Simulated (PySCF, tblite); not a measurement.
Rigid-rotor lines calculated for a species of formula C3H11ClSi2 (commonest isotopes; CAM-B3LYP/def2-SVPD in PySCF (dipole) on a GFN2-xTB geometry, gas phase), labelled J(Ka,Kc):

| transition | MHz |
| --- | --- |
| 1(0,1) ← 0(0,0) | 2178.8 |
| 2(0,2) ← 1(0,1) | 4327.2 |
| 2(1,2) ← 1(1,1) | 4147.2 |
| 2(1,1) ← 1(1,0) | 4568.0 |
| 1(1,1) ← 0(0,0) | 3157.5 |

Q: Find the rotational constants.

A: 1(0,1) ← 0(0,0) is B + C, 2(1,1) ← 1(1,0) is 3B + C and 2(1,2) ← 1(1,1) is B + 3C, so B − C is half the difference of the last two, 210.4 MHz. 1(1,1) ← 0(0,0) is A + C. A = 2173.3, B = 1194.6, C = 984.2 MHz.

Q: What moments of inertia, asymmetry and inertial defect follow?

A: I = 505379 MHz·u·Å² over each constant: Ia = 232.54, Ib = 423.05, Ic = 513.50 u·Å²; κ = (2B − A − C)/(A − C) = -0.646 (asymmetric top); Δ = Ic − Ia − Ib = -142.09 u·Å².

Q: Which dipole components do these lines need?

A: μa and μb (a-type: ΔKa even, ΔKc odd; b-type: both odd). The calculation gives |μa| = 1.08 D, |μb| = 0.67 D, |μc| = 1.20 D.

Q: Predict further lines from these constants: 2(2,0) ← 1(1,0); 2(1,2) ← 2(0,2); 2(2,1) ← 1(1,1); 1(1,0) ← 0(0,0); 2(2,1) ← 2(1,2); 2(1,1) ← 1(0,1); 2(2,1) ← 1(1,0); 2(1,2) ← 1(0,1); 2(2,0) ← 2(1,1).

A: 
```
     transition   MHz  type  branch
2(1,2) ← 2(0,2)   799     c       Q
2(2,0) ← 2(1,1)  2967     b       Q
1(1,0) ← 0(0,0)  3368     c       R
2(2,1) ← 2(1,2)  3567     b       Q
2(1,2) ← 1(0,1)  5126     b       R
2(1,1) ← 1(0,1)  5757     c       R
2(2,1) ← 1(1,0)  7504     b       R
2(2,0) ← 1(1,0)  7535     c       R
2(2,1) ← 1(1,1)  7715     c       R
```

Q: Which structure gave them?

A: `C[SiH2][C@@H](C)[SiH2]Cl`, point group C1. Three constants can't fix a structure by themselves; this is the one that was computed:
```xyz
17
C3H11ClSi2 angstrom
C      2.356    0.140   -0.666
Si     1.072   -0.708    0.440
C     -0.702   -0.360   -0.192
C     -1.723   -0.985    0.763
Si    -1.096    1.475   -0.512
Cl    -0.808    2.541    1.177
H      3.359   -0.160   -0.380
H      2.222   -0.118   -1.713
H      2.301    1.221   -0.583
H      1.211   -0.240    1.824
H      1.275   -2.166    0.413
H     -0.804   -0.868   -1.157
H     -2.739   -0.883    0.382
H     -1.522   -2.046    0.904
H     -1.680   -0.506    1.739
H     -2.499    1.642   -0.896
H     -0.231    2.032   -1.550
```

The values belong to one conformer (point group C1) with, in the numbering `[CH3:1][SiH2:2][C@@H:3]([CH3:4])[SiH2:5][Cl:6]`, C1–Si2–C3–C4 -177°, Si2–C3–Si5–Cl6 -58°. Its GFN2-xTB frequencies are all real (lowest 30 cm⁻¹). These are rigid-rotor constants of the computed structure; measured ground-state constants (B0) also hold zero-point vibration. A rigid rotor knows nothing of internal rotation, which can split or shift real lines. Quadrupole hyperfine structure (35Cl) is left out.

Time: 55 s; peak memory 1.0 GiB. Hardware: Arm Neoverse V1, one thread, no GPU, shared host with 32 logical CPUs at a one-minute load of 13. This is the CAM-B3LYP/def2-SVPD job that gave the dipole, with the excitations it also computed.
